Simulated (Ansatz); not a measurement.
The same path of BrClF$_{3}$H$_{3}$NTa (10 atoms, charge 0, multiplicity 1) was run twice with different band settings. Lost on the way: Br9–H10. Made: Cl2–H10.

Theory: Ansatz, RKS PBE/def2-SVP.

Relaxed end points:

```xyz
10
Properties=species:S:1:pos:R:3
Ta -0.043 0.112 0.205
Cl 2.263 0.609 0.427
F -0.337 0.449 2.055
F 0.156 -0.163 -1.666
N -0.960 1.787 -0.190
H -1.343 2.408 0.530
H -1.124 2.132 -1.142
F -1.319 -1.293 0.266
Br 1.376 -2.770 0.883
H 2.652 -2.108 0.957
```

```xyz
10
Properties=species:S:1:pos:R:3
Ta -0.318 -0.373 0.253
Cl 2.386 0.573 0.461
F -0.324 0.138 2.079
F 0.169 -0.468 -1.577
N -0.715 1.532 -0.116
H -0.868 2.239 0.611
H -0.645 1.965 -1.044
F -1.992 -1.206 0.165
Br 1.098 -2.500 0.796
H 2.528 -0.736 0.697
```

Common settings: spring 5.0 eV/Å²; optimiser quadratic models (default); start path through a guess of the saddle point; force threshold 0.05 eV/Å; iteration limit 60; end points relaxed.

| run | movable images | climbing image |
| --- | --- | --- |
| 1 | 5 | yes |
| 2 | 8 | no |

What does each run give, and how far can it be trusted?

Run 1: converged after 13 iterations, highest image 0.165 eV above the first end. A vibrational analysis at the climbing image gives one clearly imaginary mode, 144i cm⁻¹: a first-order saddle point.
Run 2: converged after 12 iterations, highest image 0.163 eV above the first end. No image climbed, so the highest image needn't sit at the top of the path.
The orbitals stay closed-shell, which can raise the energy where a bond breaks towards radicals; this wasn't checked here.
